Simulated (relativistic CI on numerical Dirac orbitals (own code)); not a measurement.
## Crystal-field levels of Yb³⁺, 4f13

Calculated by Dirac-Coulomb-Breit CI, separate exchange-only KLI orbitals for each configuration, model QED (radiative potential, 1s self-energy scaled to tabulated hydrogen-like ionisation energies), valence Slater integrals scaled by 0.8, one configuration in a parametric crystal field (own radial code).

Field parameters in Wybourne normalisation; cubic f-shell fields have B⁴₄ = √(5/14) B⁴₀ and B⁶₄ = −√(7/2) B⁶₀. The field is a parameter set, without covalency.

S is read from ⟨S²⟩ = S(S + 1).

Levels (cm⁻¹, degeneracy): 0 (2), 606 (2), 623 (4), 10263 (2), 10673 (4).

(1) Which field gives this pattern?
A. Oh, B40 = -1530, B60 = 610 cm⁻¹
B. Oh, B40 = 1890, B60 = 430 cm⁻¹
C. Oh, B40 = -450, B60 = 360 cm⁻¹
D. Oh, B40 = 1840, B60 = 740 cm⁻¹

Results:

(1) A. Oh, B40 = -1530, B60 = 610 cm⁻¹, ground level with S = 0.50.
